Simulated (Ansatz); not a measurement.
Start from `N[SiH](O)[GaH2]` and change one atom or group to get `N[SiH](O)[SiH2]F`.

Ansatz, PBE0-D4/def2-TZVP geometries, multiplicity 1. Each molecule was computed in one conformer, which needn't be the lowest.

Scalar relativity is left out up to krypton.

| property | `N[SiH](O)[GaH2]` |
| --- | --- |
| HOMO–LUMO gap (PBE/def2-TZVPP) / eV | 3.39 |
| HOMO energy (ωB97M-V/def2-TZVPP) / eV | -9.19 |
| HOMO energy (PBE/def2-TZVPP) / eV | -5.96 |
| LUMO energy (PBE0/def2-TZVPP) / eV | -1.76 |
| LUMO energy (PBE/def2-TZVPP) / eV | -2.57 |
| HOMO–LUMO gap (PBE0/def2-TZVPP) / eV | 5.35 |

Q: Give the same properties after the change, and the shifts. (An estimate is asked.)

A: The calculation gave: 
```
                             property  `N[SiH](O)[SiH2]F`  shift
  HOMO–LUMO gap (PBE/def2-TZVPP) / eV                4.92   1.53
HOMO energy (ωB97M-V/def2-TZVPP) / eV               -9.92  -0.73
    HOMO energy (PBE/def2-TZVPP) / eV               -6.39  -0.43
   LUMO energy (PBE0/def2-TZVPP) / eV               -0.63   1.13
    LUMO energy (PBE/def2-TZVPP) / eV               -1.47   1.10
 HOMO–LUMO gap (PBE0/def2-TZVPP) / eV                7.13   1.78
```

With PBE0 the HOMO falls by 0.65 eV and the LUMO rises by 1.13 eV, so the gap widens by about 1.78 eV. PBE moves the HOMO by -0.43 eV and ωB97M-V by -0.73 eV.

Positive LUMOs are unbound, so they and the gaps depend on the basis.
